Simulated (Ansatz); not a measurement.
Total energies of [InMeH3]- (CH₆In⁻) from Ansatz at PBE0-D4/def2-TZVPD, gas phase (1 Eh = 27.2114 eV = 2625.5 kJ/mol). The reference geometry is relaxed at PBE-D4/def2-TZVPD.

```
            state                      geometry  energy (Eh)
charge -1 singlet                     reference   -231.80858
 charge 0 doublet                     reference   -231.66294
 charge 0 doublet  relaxed at PBE-D4/def2-TZVPD   -231.69715
```

In the def2 sets In takes a core potential; there is no spin–orbit coupling.

Q: Work out the vertical ionisation energy to the doublet.

A: E(charge 0 doublet) − E(charge -1 singlet) = -231.66294 − (-231.80858) = 0.14564 Eh = 3.96 eV. For comparison, −ε of the highest occupied level is 2.07 eV at this level, 1.89 eV less.

Q: How much does the charge 0 doublet relax, and what is the adiabatic ionisation energy?

A: Relaxation: -231.66294 − (-231.69715) = 0.03421 Eh = 0.93 eV. Adiabatic ionisation energy: 0.11143 Eh = 3.03 eV, without zero-point energy.
